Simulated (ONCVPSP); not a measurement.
**u(r) = r·R(r): atom against pseudo-atom (lithium (Li))**

Columns: radius, all-electron u(r) and pseudo u(r) of the 2s shell (level -2.89 eV) of lithium in the configuration [He] 2s1; PW91, scalar-relativistic, ONCV scheme, ONCVPSP 4.0.1.

| r (bohr) | all-electron | pseudo |
| --- | --- | --- |
| 0.132 | -0.1430 | 0.0168 |
| 0.265 | -0.1867 | 0.0347 |
| 0.398 | -0.1752 | 0.0541 |
| 0.530 | -0.1348 | 0.0752 |
| 0.663 | -0.0793 | 0.0986 |
| 0.795 | -0.0180 | 0.1238 |
| 0.928 | 0.0449 | 0.1510 |
| 1.060 | 0.1055 | 0.1797 |
| 1.193 | 0.1631 | 0.2103 |
| 1.325 | 0.2158 | 0.2424 |
| 1.458 | 0.2640 | 0.2760 |
| 1.590 | 0.3067 | 0.3102 |
| 1.723 | 0.3449 | 0.3445 |
| 1.855 | 0.3787 | 0.3771 |
| 1.988 | 0.4090 | 0.4074 |
| 2.120 | 0.4351 | 0.4341 |
| 2.252 | 0.4572 | 0.4568 |
| 2.385 | 0.4757 | 0.4756 |
| 2.518 | 0.4906 | 0.4906 |
| 2.650 | 0.5020 | 0.5020 |
| 2.782 | 0.5103 | 0.5103 |
| 2.915 | 0.5158 | 0.5158 |
| 3.048 | 0.5186 | 0.5186 |
| 3.180 | 0.5190 | 0.5190 |
| 3.312 | 0.5172 | 0.5172 |
| 3.445 | 0.5134 | 0.5134 |

How many radial nodes do the two functions have?

The all-electron 2s function has n − l − 1 = 1; the pseudo-wave has 0, since the states of the same l below it are removed with the core.

At about which radius was the pseudo-wave matched?

2.65 bohr. The columns agree to 0.0005 from 2.25 bohr on; several derivatives are matched, so the curves merge somewhat inside the radius.

Where does each function peak?

Outermost all-electron maximum near 3.18 bohr, pseudo maximum near 3.18 bohr (to the table’s step).

Is the pseudo-wave norm-conserving?

Yes: the ONCV scheme keeps the norm inside the radius equal to the all-electron one, which fixes the energy derivative of the logarithmic derivative at the level.
